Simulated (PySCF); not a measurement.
# How methods differ on the ionisation energy of Ge(2+)

Ge(2+) [Ar] 3d10 4s2 (1S) → Ge(3+) [Ar] 3d10 4s1 (2S), as a difference of total energies. All numbers are calculated (PySCF 2.14, the non-relativistic Hamiltonian (point nucleus), in def2-TZVP (6s5p4d1f, 48 functions)). Correlated levels: valence: [Ar] 3d10 frozen. The calculations carry no spin-orbit coupling.

```json
{"method": "UHF", "ionisation energy (eV)": "31.705"}
{"method": "M06-2X", "ionisation energy (eV)": "33.533"}
{"method": "PBE", "ionisation energy (eV)": "33.860"}
{"method": "MP2 (valence)", "ionisation energy (eV)": "32.490"}
{"method": "SCS-MP2 (valence)", "ionisation energy (eV)": "32.647"}
{"method": "CCSD (valence)", "ionisation energy (eV)": "32.796"}
```

Q: How much does correlation contribute at MP2 (valence)?

A: 32.490 − (31.705) = 0.785 eV, measured against UHF.

These non-relativistic numbers lack the scalar-relativistic shift.

Errors of the correlated levels include the incompleteness of this basis and the frozen core.

With two correlated electrons CCSD is exact in that space.

For comparison: 34.058 eV (measured; NIST Atomic Spectra Database, ionization energies).
